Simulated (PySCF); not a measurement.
Electron correlation in Au²⁺ (gold, charge +2)

[Xe] 4f14 5d9, 2D determinant. Computed with PySCF 2.14 in aug-cc-pVDZ-PP with ECP60MDF (5s5p4d2f, 54 functions), with scalar relativity through the core potential. Frozen: 5s2 5p6; 9 electrons correlated.

```tsv
level	correlation energy (mhartree)
CCSD	-204.19
(T)	-3.57
CCSD(T)	-207.76
```

Diagnostics: T1 = 0.0051, D1 = 0.0122, largest double amplitude 0.036.

Spin-orbit coupling, absent here, splits the open shell strongly.

Cost of the coupled-cluster step: of the order of 2.8 core-seconds, for 9 correlated electrons.

Iterations:

```
CC2 = 0
CCSD nocc = (np.int64(5), np.int64(4)), nmo = (50, 50)
frozen orbitals [[0, 1, 2, 3], [0, 1, 2, 3]]
max_cycle = 100
direct = 0
conv_tol = 1e-08
conv_tol_normt = 1e-06
diis_space = 8
diis_start_cycle = 0
Init t2, MP2 energy = -0.206660829027193
Init E_corr(UCCSD) = -0.206660829030244
cycle = 1  E_corr(UCCSD) = -0.201882257598094  dE = 0.00477857143  norm(t1,t2) = 0.0263363
cycle = 2  E_corr(UCCSD) = -0.203417963827754  dE = -0.00153570623  norm(t1,t2) = 0.0109038
cycle = 3  E_corr(UCCSD) = -0.2039387938134  dE = -0.000520829986  norm(t1,t2) = 0.00723301
cycle = 4  E_corr(UCCSD) = -0.204203109240631  dE = -0.000264315427  norm(t1,t2) = 0.00358633
cycle = 5  E_corr(UCCSD) = -0.204174829675846  dE = 2.82795648e-05  norm(t1,t2) = 0.00159532
cycle = 6  E_corr(UCCSD) = -0.204190750213047  dE = -1.59205372e-05  norm(t1,t2) = 0.000546307
cycle = 7  E_corr(UCCSD) = -0.204198291482263  dE = -7.54126922e-06  norm(t1,t2) = 0.00026599
cycle = 8  E_corr(UCCSD) = -0.204193773304219  dE = 4.51817804e-06  norm(t1,t2) = 0.000107527
cycle = 9  E_corr(UCCSD) = -0.2041943030883  dE = -5.29784081e-07  norm(t1,t2) = 2.29106e-05
cycle = 10  E_corr(UCCSD) = -0.204194441306715  dE = -1.38218415e-07  norm(t1,t2) = 5.91571e-06
cycle = 11  E_corr(UCCSD) = -0.204194378331278  dE = 6.29754368e-08  norm(t1,t2) = 2.7495e-06
cycle = 12  E_corr(UCCSD) = -0.204194385175478  dE = -6.84420073e-09  norm(t1,t2) = 1.29258e-06
cycle = 13  E_corr(UCCSD) = -0.204194378663589  dE = 6.51188989e-09  norm(t1,t2) = 5.3998e-07
UCCSD converged
E(UCCSD) = -134.0047566044126  E_corr = -0.2041943786635886
UCCSD(T) correction = -0.00357176042354991
```
